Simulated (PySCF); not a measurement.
SbTe: energy against distance

Set-up: PySCF, scalar-relativistic core potentials, basis sets Sb cc-pVTZ-PP with ECP28, Te cc-pVTZ-PP with ECP28. Energies in eV from Sb + Te in their ground configurations at the same level. All curves are PBE0. state 1: ²Π (doublet), unpaired electrons π ↑; state 2: ⁴Π (quartet), unpaired electrons π ↑↑↑, a second solution, started from another occupation; state 3: Ms = 0.5 determinant of mixed spin (⟨S²⟩ near 1.8), unpaired electrons π ↑↑↓, a mixture of terms (⟨Lz²⟩ = 3.0), a second solution, started from another occupation; state 4: sextet, unpaired electrons σ ↑, π ↑↑↑↑, a second solution, started from another occupation.

```json
{"R (Å)": "2.185", "state 1": "-1.084", "state 2": "1.594", "state 3": "1.904", "state 4": "8.3064"}
{"R (Å)": "2.287", "state 1": "-1.990", "state 2": "0.244", "state 3": "0.556", "state 4": "6.2433"}
{"R (Å)": "2.389", "state 1": "-2.471", "state 2": "-0.645", "state 3": "-0.332", "state 4": "4.6764"}
{"R (Å)": "2.465", "state 1": "-2.632", "state 2": "-1.088", "state 3": "-0.775", "state 4": "3.7521"}
{"R (Å)": "2.541", "state 1": "-2.668", "state 2": "-1.387", "state 3": "-1.072", "state 4": "3.0007"}
{"R (Å)": "2.617", "state 1": "-2.614", "state 2": "-1.572", "state 3": "-1.257", "state 4": "2.3896"}
{"R (Å)": "2.719", "state 1": "-2.461", "state 2": "-1.686", "state 3": "-1.371", "state 4": "1.7493"}
{"R (Å)": "2.846", "state 1": "-2.209", "state 2": "-1.679", "state 3": "-1.363", "state 4": "1.1659"}
{"R (Å)": "2.998", "state 1": "-1.872", "state 2": "-1.531", "state 3": "-1.215", "state 4": "0.6941"}
{"R (Å)": "3.202", "state 1": "-1.425", "state 2": "-1.210", "state 3": "-0.895", "state 4": "0.3203"}
```

Task: Put a parabola through the three lowest points of the state 2 curve and estimate Re, k and ωe (reduced mass 62.62 u; 1 eV/Å² = 0.16022 mdyn/Å; ωe = 1302.8·√(k/μ) cm⁻¹).

Result: Through R = 2.617, 2.719, 2.846 Å the second-order coefficient is 5.12 eV/Å², so Re ≈ 2.777 Å, k ≈ 1.64 mdyn/Å and ωe ≈ 211 cm⁻¹. A polynomial fit of higher order to the unrounded PBE0 energies gives Re = 2.773 Å, k = 1.39 mdyn/Å, ωe = 194 cm⁻¹; anharmonicity and rounding make the difference.

The higher-order fit for each curve: state 2: Re = 2.773 Å, ωe = 194 cm⁻¹, minimum 1.70 eV below the ground-state fragments; state 3: Re = 2.773 Å, ωe = 194 cm⁻¹, minimum 1.38 eV below the ground-state fragments. State 1 gave no clean fit. State 4 gave no clean fit.

⟨S²⟩ of the unrestricted solution departs from its pure value on part of the curve, where spin states mix. These are scalar-relativistic numbers at best; spin–orbit coupling would shift them, the dissociation energy most. The state is the lowest determinant that a PBE0 search found; another state may lie lower at other levels.
